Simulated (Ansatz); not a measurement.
Input file for CH3CuF3P, SMILES `[CH3][Cu-][P+](F)(F)F`:

```yaml
crystal:
  periodic: [false, false, false]
  atoms:
    - {symbol: C, position_ang: [-0.241454, -1.712093, 1.264736]}
    - {symbol: Cu, position_ang: [-0.024634, -0.176911, 0.130228]}
    - {symbol: P, position_ang: [0.218919, 1.551528, -1.146276]}
    - {symbol: F, position_ang: [-0.618755, 1.629866, -2.449732]}
    - {symbol: F, position_ang: [1.624567, 1.841712, -1.735151]}
    - {symbol: F, position_ang: [-0.100068, 2.952043, -0.560087]}
    - {symbol: H, position_ang: [0.719989, -2.195205, 1.465848]}
    - {symbol: H, position_ang: [-0.897208, -2.456874, 0.802668]}
    - {symbol: H, position_ang: [-0.681356, -1.434076, 2.227765]}
basis:
  gaussian: {orbitals: def2-SVP}
correlation: {method: ccsd_t, frozen_orbitals: {C: 1, Cu: 9, F: 1, H: 0, P: 5}}
```

```sh
$ ansatz run in.yaml --threads 4 --pin off --events-out ev --progress --plain --max-ram 11315MiB
```

The program prints (abridged):

```
Functional definition: HF
1194 factors; integrals over basis functions are off by at most 9.6e-4 eV
mean field evaluation 1: about -63041.4122 eV, gradient 6.6e1 eV
mean field evaluation 2: about -63041.6068 eV, gradient 6.6e1 eV
mean field evaluation 4: about -63049.5357 eV, gradient 1.2e1 eV
mean field evaluation 8: about -63049.8021 eV, gradient 6.2e-1 eV
mean field evaluation 16: about -63049.8044 eV, gradient 1.8e-6 eV
mean field -63049.80437402 eV, -2317.0375740529 hartree, gradient 1.8e-6 eV, S^2 0.000000; 0 other end points of the search recorded, 0 dependent functions left out
18 core orbitals not correlated: weight in the atoms' cores, before any rotation towards them, 1.000 or more for the frozen orbitals, at most 0.000 for the correlated occupied ones
reference -63049.80437402 eV, -2317.0375740529 hartree; 22, 22 occupied and 80, 80 virtual orbitals, 1194 factors
second order -31.73762180 eV of doubles, -0.00000000 eV of singles
cycle   1  -29.74060599 eV  change     2.0e0 eV  update   2.3e-1
cycle   2  -30.88095796 eV  change    -1.1e0 eV  update   1.5e-1
cycle   3  -31.15585932 eV  change   -2.7e-1 eV  update   5.1e-2
cycle   4  -31.20286531 eV  change   -4.7e-2 eV  update   2.2e-2
cycle   5  -31.17373735 eV  change    2.9e-2 eV  update   9.5e-3
cycle   6  -31.16708522 eV  change    6.7e-3 eV  update   3.7e-3
cycle   7  -31.16811358 eV  change   -1.0e-3 eV  update   1.5e-3
cycle   8  -31.16775309 eV  change    3.6e-4 eV  update   5.9e-4
cycle   9  -31.16751956 eV  change    2.3e-4 eV  update   3.1e-4
cycle  10  -31.16796219 eV  change   -4.4e-4 eV  update   1.2e-4
cycle  11  -31.16789298 eV  change    6.9e-5 eV  update   7.1e-5
cycle  12  -31.16778022 eV  change    1.1e-4 eV  update   2.2e-5
cycle  13  -31.16779909 eV  change   -1.9e-5 eV  update   1.5e-5
perturbative correction -0.97941460 eV, -0.0359928226 hartree
Total energy: -63081.95158771 eV, -2318.2189623657 hartree
```

It took 8.5 s on 4 threads of an Intel Xeon Platinum 8375C on a shared host, with 0.69 GiB of host memory at the peak.

The correlation energy is -32.147 eV, 3.0 % of it from (T); the T1 diagnostic reads 0.0208.
